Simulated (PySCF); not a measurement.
# Relaxation of singlet InO(OH)

These are results of PySCF, PBE0, basis In def2-TZVP with ECP28, O def2-TZVP, H def2-TZVP (scalar-relativistic core potentials, no spin–orbit coupling, density fitting), not measurements. A (50,194) grid was used.

A hand-made linear (heavy-atom frame) start, of Cs symmetry, held to at least that symmetry:

Coordinates in bohr (charge 0 multiplicity 1):
```
In   -0.0095    0.0000    0.0589
O    -0.0095    0.0000    3.7060
O    -0.0095    0.0000   -3.8151
H     1.3802    0.0000   -4.9812
```

**Question.** What forces act on the atoms at the start (eV/Å)?

**Answer.** 
| atom | Fx | Fy | Fz |
| --- | --- | --- | --- |
| In1 | 0.50 | 0.00 | 0.39 |
| O2 | -0.10 | 0.00 | -2.52 |
| O3 | -0.75 | 0.00 | 1.58 |
| H4 | 0.35 | 0.00 | 0.55 |

**Question.** What does it relax to?

**Answer.** It ends at Cs with In–O 1.824 Å, In–O 1.940 Å, O–H 0.962 Å; H–O–In 113.4°, O–In–O 176.1°. A frequency run shows a minimum.

**Question.** How much energy is released, and in how many steps?

**Answer.** 37.2 kJ/mol in 7 steps.

The relaxation took about 50 core-seconds on a shared host.
